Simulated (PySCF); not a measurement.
Computed properties of carbon diselenide (CSe₂), SMILES [Se]=C=[Se]

carbon diselenide (CSe2), SMILES [Se]=C=[Se]. Coordinates come from a ωB97X-D3(BJ)/def2-TZVP optimisation. The values are those of a single conformer. All values are computed for the isolated molecule unless a solvent is named; none is compared with measurement here.

**Structure.** The optimised structure has D∞h symmetry. All 4 harmonic modes at ωB97X-D3(BJ)/def2-TZVP (PySCF) are real, so it is a minimum. With heavy atoms numbered as in [Se:1]=[C:2]=[Se:3], the shortest bond between them is Se1–C2 at 1.683 Å and the longest C2–Se3 at 1.683 Å.

**Vibrations.** The strongest infrared lines (harmonic, unscaled, degenerate partners summed) lie at 1365 cm⁻¹ (846 km/mol, C 93 %), 334 cm⁻¹ (12 km/mol, C 93 %). The softest mode is at 334 cm⁻¹ and the zero-point energy is 3.5 kcal/mol.

**Electronic structure.** HF/def2-TZVPD (PySCF) places the frontier levels at -9.33 and 0.65 eV, a gap of 9.98 eV, and gives a dipole moment of 0.00 D and a mean polarisability of 73.3 bohr³. PBE/def2-TZVPD (PySCF) at the same geometry gives -6.32 and -2.96 eV, so its gap is 6.62 eV narrower. An orbital gap is neither the optical nor the fundamental gap.

**Excitations.** TDA-M06-2X/def2-SVPD (PySCF) has S1 at 3.08 eV (403 nm, f = 0.000, dark); the most intense of the 10 singlets computed lies at 6.45 eV (f = 1.40). Strengths of degenerate partners are summed. T1 (TDA) is at 2.87 eV, 0.21 eV under S1. TDA-PBE/def2-SVPD (PySCF) puts S1 at 3.35 eV.

**NMR.** GIAO shifts at B3LYP/pcSseg-2 (PySCF) (non-relativistic, atoms alike by connectivity averaged): ¹³C at 260.3 ppm against TMS.
